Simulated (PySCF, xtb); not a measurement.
formate (CHO2), SMILES C(=O)[O-], charge -1.

Harmonic wavenumbers (cm⁻¹) from GFN2-xTB (xtb) at its own minimum, in rising order: 704, 948, 1275, 1466, 1831, 1977.

### Question
What does r2SCAN-D4/def2-TZVPD (PySCF) give at its own minimum? (An estimate is asked for; the answer gives what the named calculation found.)

### Answer
742, 1027, 1331, 1360, 1655, 2516. Paired by order, the mean absolute difference is 166 cm⁻¹ and the zero-point energies are 11.7 and 12.3 kcal/mol.
